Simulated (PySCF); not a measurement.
H2O2W, SMILES [W]([OH])[OH] (connectivity only; charge and spin as stated), neutral, multiplicity 3. Atoms are numbered in the order given.

```xyz
5

W      0.0000     0.0000     0.0000
O      0.0000     0.0000    -1.8216
H      0.0000     0.0000    -2.7745
O      0.0000     0.0000     1.8216
H      0.0000     0.0000     2.7745
```
Charge 0, spin multiplicity 3.

Coordinates come from a PBE0-D3(BJ)/def2-TZVP optimisation. The multiplicity is an assumed one; other spin states were not compared. The def2 effective core potentials stand for the cores of W; spin–orbit coupling is left out. One conformer was computed; it need not be the lowest.

Level of theory: PySCF with PBE/def2-TZVPD.

The molecule is in vacuum.

Question: Estimate the frontier levels, dipole moment and polarisability. (An estimate is asked for; the answer gives what the named calculation found.)

Answer: 
- α spin, highest occupied and lowest empty level: -4.60 and -2.46 eV
- β spin, highest occupied and lowest empty level: -3.98 and -2.76 eV
- dipole moment: 0.00 D
- mean static polarisability: 71.4 bohr³ (10.58 Å³)
- polarisability, principal values: 70.2, 70.2, 73.8 bohr³
- ⟨S²⟩: 2.016 (pure state 2.00)
